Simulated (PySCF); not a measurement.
Start geometry of cyclo-(H2SnS)3 (H6S3Sn3) from GFN2-xTB (Å):
```
atom  x, y, z in Å
Sn1    0.5168   -2.2914   -0.0317
H2    -0.7322   -3.2185    0.7052
H3     1.7342   -3.1464   -0.5645
S4     1.5210   -0.6274    1.4846
Sn5   -0.1969    1.0729    1.9470
H6    -1.5232    0.5125    2.8819
H7     0.7299    2.2094    2.8918
S8    -1.0375    2.2324    0.0255
Sn9   -0.2948    1.1572   -1.9056
H10    1.3342    1.5580   -2.2677
H11   -1.3407    1.7016   -3.1581
S12   -0.5952   -1.2432   -1.9572
```

What comes out of this run: PBE0-D3(BJ)/def2-SVP geometry optimisation, gas phase, def2 core potentials past Kr in PySCF?

```
atom  x, y, z in Å
Sn1    0.4310   -2.0961   -0.0295
H2    -0.6967   -2.7088    1.1046
H3     1.5959   -3.2362   -0.5399
S4     1.6829   -0.2819    0.9835
Sn5   -0.1668    1.0081    1.8760
H6    -1.2893   -0.0625    2.6034
H7     0.5059    2.1479    2.9564
S8    -1.2486    2.1744    0.0507
Sn9   -0.2428    1.1041   -1.8786
H10    1.4429    1.3552   -1.9344
H11   -1.0998    1.7692   -3.1992
S12   -0.7992   -1.2562   -1.9419
```

The energy falls by 0.418 eV over 10 energy and gradient evaluations, the largest force component goes from 0.0380 to 9.4e-05 Eh/bohr, and the atoms move by 0.381 Å rms after alignment. The bond that changes most is Sn1–H3 (ends: tin bonded to 2 S and 2 H; hydrogen on tin), which lengthens by 0.128 Å. Bonds longer at the end by more than 0.005 Å: 4 of 12; shorter: 7. Among the angles that change most is Sn1–S12–Sn9, from 110.5° to 101.5°. Among the dihedrals that turn most is Sn1–S4–Sn5–H6, from 68° to 43°. Rotational constants go from 416.6, 376.9, 211.3 to 437.6, 413.5, 237.3 MHz. The orientation of the end geometry is arbitrary; only internal coordinates are fixed.

The run used 162 basis functions and 68 SCF cycles in all. Hardware: one thread, Arm Neoverse V1 (aarch64), no GPU, shared host. Cost: 3.8 min, 0.80 GiB resident at most.

No PBE0-D3(BJ)/def2-SVP frequencies stand behind this structure, so it isn't proved a minimum. The numbers are those of one conformer.
